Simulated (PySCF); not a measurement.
Coordinates in bohr (charge 0 multiplicity 2):
```
Ti    0.0000    0.0000    0.6958
O     0.0000    0.0000   -2.3595
H     0.0000    0.0000    4.3390
```

Method: UPBE0/[Ti def2-TZVP, O def2-TZVP, H def2-TZVP], no relativity, density fitting, PySCF.

This geometry of HTiO is a stationary point at this level.

(1) What is the point group?

(2) Is it a minimum?

(3) List the harmonic modes with their infrared intensities.

(4) Give the atomic charges and bond orders.

Results:

(1) C∞v.

(2) No: it has 2 imaginary modes (one degenerate set), at 369i cm⁻¹ (π).

(3) 
```json
{"symmetry": "π", "ω (cm⁻¹)": "369i", "IR (km/mol, summed over degenerate members)": "–", "type": "bend"}
{"symmetry": "σ+", "ω (cm⁻¹)": "1043", "IR (km/mol, summed over degenerate members)": "244", "type": "stretch"}
{"symmetry": "σ+", "ω (cm⁻¹)": "1412", "IR (km/mol, summed over degenerate members)": "185", "type": "stretch"}
```

(4) 
```json
{"atom": "Ti1", "Mulliken": "0.87", "Löwdin": "0.53", "polar tensor": "1.65", "spin (Mulliken)": "1.18", "Mayer order to Ti1": "–"}
{"atom": "O2", "Mulliken": "-0.58", "Löwdin": "-0.25", "polar tensor": "-1.07", "spin (Mulliken)": "-0.15", "Mayer order to Ti1": "2.18"}
{"atom": "H3", "Mulliken": "-0.29", "Löwdin": "-0.27", "polar tensor": "-0.59", "spin (Mulliken)": "-0.04", "Mayer order to Ti1": "0.90"}
```

This need not be the most stable arrangement of these atoms. Open d and f shells are described by one determinant, and the ground state may have another occupation or spin. At this level a doublet minimum of Cs symmetry lies 35 kJ/mol below this structure.
